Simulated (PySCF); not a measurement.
## Dipole response of Os (osmium, neutral)

[Xe] 4f14 5d6 6s2, high-spin 5D determinant. All numbers are calculated (PySCF 2.14, scalar relativity by spin-free X2C-1e, in x2c-TZVPPall with one added diffuse shell each of s, p, d, f type (12s8p8d4f1g, 113 functions)). Coupled (time-dependent) response in atomic units; α is the mean over directions.

| method | mean α (bohr³) | α xx, yy, zz | C₆ (like pair) | S(−4) |
| --- | --- | --- | --- | --- |
| PBE | 54.01 | 53.24, 53.24, 55.54 | 606.2 | 1104 |

S(−4) is the Cauchy moment in α(ω) = α(0) + S(−4) ω² + …

Reference α: 57 ± 3 bohr³ (recommended; Schwerdtfeger and Nagle, table of static dipole polarizabilities (2023 update)). Published C₆: 584.0 (Gould and Bucko (2016)).

Spin-orbit coupling is absent.

α(iu) at PBE:

```tsv
u (hartree)	α(iu) (bohr³)
0	54.01
0.0500	51.45
0.100	45.47
0.200	32.78
0.300	23.89
0.500	14.46
0.750	9.198
1.00	6.528
1.50	3.900
2.00	2.632
3.00	1.445
5.00	0.6296
```

A single London oscillator, α(iu) = α/(1 + u²/ω²), gives C₆ = (3/4) ω α². Matching the computed C₆ needs ω = 4 × 606.2 / (3 × 54.01²) = 0.277 hartree.

The components differ because the open shell of this determinant is not spherical; for a pure term their mean is the scalar polarisability.

Spin-orbit coupling, absent here, splits the open shell strongly.
